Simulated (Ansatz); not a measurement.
Stretching the Si1–H2 bond in HISi (SMILES [SiH]I) (multiplicity 1 held, fragments rigid). Energies count from the point at 1.522 Å.
Geometry at that point (charge 0, multiplicity 1):
```xyz
3

Si    -1.12141    -0.93268     1.27809
H     -2.09418    -1.38630     0.19834
I      0.33574     0.27253    -0.34135
```

R- and RO- levels are restricted; in cc, def2 and unpolarised 6-31G sets they are followed outwards from rest. Active spaces are followed from a long bond inwards. Levels need not reach the same state.

Frozen-core correlation. Filled d and f shells under p-block atoms count as core.

The values were computed with Ansatz (a quantum-chemistry and plane-wave program) with Gaussian orbitals. Each number belongs to the level named beside it. In def2 rows elements past Kr take small-core potentials, without spin–orbit coupling.

Problem. Estimate the energy at R = 4.872 Å that FIC-MRCISD+Q on CASSCF(2,2)/def2-SVP returns for this input.

Solution. 3.09 eV

Problem. Predict the energy at R = 4.872 Å from R-HF/def2-SVP.

Solution. 6.48 eV

Doubts at one or more of the structures used: a restricted determinant that unrestricted orbitals would lower (R-HF/def2-SVP).
